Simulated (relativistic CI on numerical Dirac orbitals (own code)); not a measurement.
# Level scheme of Nd18+

These numbers are calculated, not measured: Dirac-Coulomb-Breit CI, separate exchange-only KLI orbitals for each configuration, QED by a radiative potential, unscaled Slater integrals (own radial code, finite nucleus).

Configurations in the expansion (outside the closed core [Ar] 3d10): 4s2 4p6 4d6, 4s2 4p5 4d7, 4s2 4p6 4d5 4f, 4s 4p6 4d7, 4s2 4p5 4d6 4f, 4s2 4p6 4d5 5s, 4s2 4p6 4d5 5p, 4s 4p6 4d6 4f, 4s2 4p6 4d4 4f 5s, 4s2 4p6 4d5 5d, 4s2 4p6 4d4 5s 5p, 4s2 4p5 4d6 5s, 4s2 4p6 4d5 5f, 4s2 4p6 4d5 6s, 4s 4p6 4d6 5s, 4s2 4p6 4d5 7s, 4p6 4d7 5p, 4p6 4d8, 4p5 4d9, 4p5 4d8 4f, 4s2 4p6 4d4 5s2, 4s2 4p6 4d3 4f 5s2, 4s2 4p5 4d4 4f 5s2, 4s2 4p6 4d3 5s2 5p. Double excitations out of closed p, d and f shells are left out; levels of such configurations are missing from the list, as are those of other unlisted configurations, and high levels can miss mixing partners. These lack a partner that the ground configuration has and come out too high: 4s2 4p5 4d6 5s.

The lowest level is 4s2 4p6 4d6 5D_4, with 73 % of that term; Hund's rules for 4s2 4p6 4d6 give 5D with J = 4, in agreement.

| No. | Configuration | Term | J | E (eV) | % | Lifetime (s) | jj configuration (%) |
| --- | --- | --- | --- | --- | --- | --- | --- |
| 1 | 4s2 4p6 4d6 | 5D | 4 | 0.0000 | 73 |  | 4d5/2^2 (65) |
| 2 | 4s2 4p6 4d6 | 5D | 2 | 2.1520 | 48 | 3.83e+02 | 4d5/2^2 (68) |
| 3 | 4s2 4p6 4d6 | 5D | 3 | 2.9506 | 87 | 2.46e-03 | 4d3/2^3 4d5/2^3 (78) |
| 4 | 4s2 4p6 4d6 | 5D | 1 | 4.1522 | 77 | 4.16e-03 | 4d3/2^3 4d5/2^3 (78) |
| 5 | 4s2 4p6 4d6 | 5D | 0 | 4.1707 | 70 | 1.57e+02 | 4d3/2^2 4d5/2^4 (39) |
| 6 | 4s2 4p6 4d6 | 3H | 4 | 5.4040 | 28 | 1.16e-03 | 4d3/2^3 4d5/2^3 (65) |
| 7 | 4s2 4p6 4d6 | 3H | 6 | 6.7411 | 78 |  | 4d3/2^3 4d5/2^3 (94) |
| 8 | 4s2 4p6 4d6 | 3H | 5 | 6.8270 | 50 | 8.20e-03 | 4d3/2^3 4d5/2^3 (96) |
| 9 | 4s2 4p6 4d6 | 5D | 2 | 8.0736 | 41 | 5.45e-04 | 4d3/2^2 4d5/2^4 (50) |
| 10 | 4s2 4p6 4d6 | 3F | 3 | 8.5337 | 44 | 1.03e-03 | 4d3/2^3 4d5/2^3 (82) |
| 11 | 4s2 4p6 4d6 | 3F | 2 | 8.8401 | 51 | 7.25e-04 | 4d3/2^3 4d5/2^3 (65) |
| 12 | 4s2 4p6 4d6 | 3H | 4 | 10.4212 | 53 | 6.41e-04 | 4d3/2^2 4d5/2^4 (78) |
| 13 | 4s2 4p6 4d6 | 3D | 1 | 11.2014 | 66 | 8.63e-04 | 4d3/2^3 4d5/2^3 (70) |
| 14 | 4s2 4p6 4d6 | 1S | 0 | 11.3043 | 57 | 3.31e-04 | 4d3/2^2 4d5/2^4 (50) |
| 15 | 4s2 4p6 4d6 | 3G | 4 | 11.3655 | 50 | 1.04e-03 | 4d3/2^3 4d5/2^3 (46) |
| 16 | 4s2 4p6 4d6 | 3G | 5 | 11.5094 | 50 | 1.06e-03 | 4d3/2^2 4d5/2^4 (96) |
| 17 | 4s2 4p6 4d6 | 3D | 2 | 11.6941 | 61 | 1.48e-03 | 4d3/2^3 4d5/2^3 (49) |
| 18 | 4s2 4p6 4d6 | 3D | 3 | 12.3476 | 63 | 5.36e-04 | 4d3/2^2 4d5/2^4 (49) |
| 19 | 4s2 4p6 4d6 | 1I | 6 | 12.6656 | 78 | 1.25e-03 | 4d3/2^2 4d5/2^4 (94) |
| 20 | 4s2 4p6 4d6 | 3G | 3 | 12.8696 | 50 | 8.75e-04 | 4d3/2^2 4d5/2^4 (90) |
| 21 | 4s2 4p6 4d6 | 3P | 0 | 13.0526 | 95 | 1.29e-03 | 4d5/2^2 (45) |
| 22 | 4s2 4p6 4d6 | 1F | 3 | 13.9005 | 59 | 1.23e-03 | 4d3/2^3 4d5/2^3 (85) |
| 23 | 4s2 4p6 4d6 | 3P | 1 | 14.6733 | 69 | 4.66e-04 | 4d3/2^2 4d5/2^4 (59) |
| 24 | 4s2 4p6 4d6 | 1G | 4 | 15.4285 | 66 | 6.31e-04 | 4d3/2^2 4d5/2^4 (57) |
| 25 | 4s2 4p6 4d6 | 1D | 2 | 15.6906 | 53 | 5.21e-04 | 4d3/2^2 4d5/2^4 (63) |
| 26 | 4s2 4p6 4d6 | 3P | 1 | 17.6182 | 88 | 1.68e-04 | 4d3/2^3 4d5/2^3 (46) |
| 27 | 4s2 4p6 4d6 | 3F | 4 | 18.8210 | 77 | 3.04e-04 | 4d3/2^2 4d5/2^4 (58) |
| 28 | 4s2 4p6 4d6 | 3F | 2 | 19.0142 | 86 | 3.38e-04 | 4d3/2^2 4d5/2^4 (84) |
| 29 | 4s2 4p6 4d6 | 1G | 4 | 21.5083 | 77 | 2.50e-04 | 4d3/2^2 4d5/2^4 (48) |
| 30 | 4s2 4p6 4d6 | 3P | 2 | 21.7894 | 70 | 2.55e-04 | 4d3/2 4d5/2^5 (69) |

Energies count from the lowest computed level; lifetimes are radiative, by E1, M1, E2, M2, E3 decay to levels of this space only; some are left blank where a channel outside the calculation adds to the decay or the decay crosses a small, uncertain gap. Filled j subshells are mostly left out of the jj labels.

The mean weight of the leading LS term, summed over parents, in these 30 levels is 64 %, and that of the leading jj configuration (from the same eigenvectors) 67 %.

At this charge energies of transitions that change n are usually good to better than 1 %, and those within a shell (Δn = 0) to a few per cent. Terms inside the open d or f shell come out 10 to 20 % too wide with unscaled integrals.

LS names give the leading component of a level, which can be under half, so a name can repeat, a term be missing and a line seem to break the LS rules.
